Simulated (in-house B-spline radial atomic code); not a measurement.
Computed with a B-spline radial atomic code. Model: two electrons, singlet ground state, non-relativistic, full CI in B-splines with partial waves to l = 8 (at full coupling up to 3e-4 hartree above the limit, correlation up to 0.6 % small), density held at that of full coupling by Lieb maximisation.

Along the adiabatic connection the electron repulsion is scaled by a coupling λ while a local potential keeps the density fixed. At λ = 0 the system is the Kohn-Sham one and W equals the exchange energy; the exchange-correlation energy is the area under W between 0 and 1. The kinetic energy rises with λ as the electrons avoid each other, with dT/dλ = −λ dW/dλ.

Command:
```bash
python run_ac.py task.json out
```
Settings (lengths in bohr, energies in hartree):
```
potential              ball
strength               1
lmax                   8
wall_radius            0.359
```

Run time, properties included: 4.9 s on 1 thread of Intel(R) Xeon(R) Processor @ 2.30GHz, with other jobs on the host.

**W = mean repulsion less Hartree energy, and W of three functionals.**

Given: confinement empty hard sphere; hard wall radius 0.359 bohr; external potential zero inside.

Computed: PBE exchange minus exact 210.27 millihartree; SCAN exchange minus exact -43.204 millihartree.

```
coupling  W xc (hartree)  W xc minus exchange (millihartree)  kinetic minus Kohn-Sham (millihartree)  LDA (PW92) W minus its exchange (millihartree)  PBE W minus its exchange (millihartree)  SCAN W minus its exchange (millihartree)
       0         -4.9466                                   0                                       0                                               0                                        0                                         0
    0.02         -4.9488                              -2.211                                       0                                          -15.98                                    -4.04                                     -1.97
    0.05         -4.9521                              -5.518                                     0.1                                          -34.33                                      -10                                      -4.9
    0.12               ?                                   ?                                       ?                                               ?                                        ?                                         ?
    0.25               ?                                   ?                                       ?                                               ?                                        ?                                         ?
     0.4         -4.9899                             -43.356                                     8.6                                         -175.62                                   -73.88                                    -37.97
     0.6         -5.0109                             -64.375                                    19.1                                         -236.04                                     -107                                    -56.17
     0.8         -5.0315                              -84.97                                    33.5                                          -289.5                                  -138.29                                    -73.95
       1         -5.0517                             -105.15                                    51.7                                         -337.98                                  -168.05                                    -91.35
     1.4         -5.0909                              -144.3                                    98.6                                          -424.2                                  -223.72                                   -125.08
       2         -5.1467                             -200.15                                   193.4                                         -534.97                                  -299.58                                   -173.29
       3         -5.2327                             -286.13                                   407.6                                          -687.9                                  -410.74                                   -248.08
     4.5          -5.347                             -400.44                                   834.2                                         -871.64                                   -552.1                                   -349.28
       7         -5.5055                             -558.89                                  1737.9                                         -1106.8                                  -742.55                                   -494.55
      10         -5.6554                             -708.83                                  3003.1                                           -1320                                  -922.51                                   -639.26
```

Problem. What belongs in the row 0.12?

Solution. W xc (hartree): -4.9598; W xc minus exchange (millihartree): -13.195; kinetic minus Kohn-Sham (millihartree): 0.8; LDA (PW92) W minus its exchange (millihartree): -69.65; PBE W minus its exchange (millihartree): -23.55; SCAN W minus its exchange (millihartree): -11.66.

Problem. What belongs in the row 0.25?

Solution. W xc (hartree): -4.9739; W xc minus exchange (millihartree): -27.306; kinetic minus Kohn-Sham (millihartree): 3.4; LDA (PW92) W minus its exchange (millihartree): -123.34; PBE W minus its exchange (millihartree): -47.59; SCAN W minus its exchange (millihartree): -24.01.

Problem. What is the LDA exchange minus exact?

Solution. 666.6 millihartree.

**Energy parts, natural occupations and partial-wave weights.**

Computed: total energy 81.4866 hartree; correlation energy -0.05347 hartree; kinetic part of the DFT correlation energy 0.051678 hartree; kinetic part over minus potential part 0.49148; Hartree energy 9.8931 hartree; Kohn-Sham kinetic 76.594 hartree; Lieb Oxford ratio E_xc over LDA exchange 1.1682.

```csv
natural,occupation of the shell (electrons)
s,1.999
p,0.00093757
d,4.8525e-05
s,?
f,6.8098e-06
p,5.0381e-06
```

Problem. What belongs in the row s?

Solution. occupation of the shell (electrons): 2.2965e-05.

```tsv
wave	weight
s	0.9995
p	0.00047143
d	2.4953e-05
f	?
g	8.4797e-07
```

Problem. What belongs in the row f?

Solution. weight: 3.6287e-06.

Problem. What is the initial slope twice GL2?

Solution. -0.11063 hartree.

Problem. What is the exchange energy?

Solution. -4.9466 hartree.

Half-way to full coupling W has made 51 % of its drop, against 50 % for a straight line, and second-order (GL2) theory, half the initial slope, overshoots the correlation energy by about 3 %: correlation is weak here. Over couplings 0 to 1 the errors in E_xc come to about +524 millihartree for LDA, +175 millihartree for PBE, -36 millihartree for SCAN, so SCAN is nearest. In LDA and PBE and SCAN the errors of exchange and correlation have opposite signs, so the sum is smaller than the larger of the two.
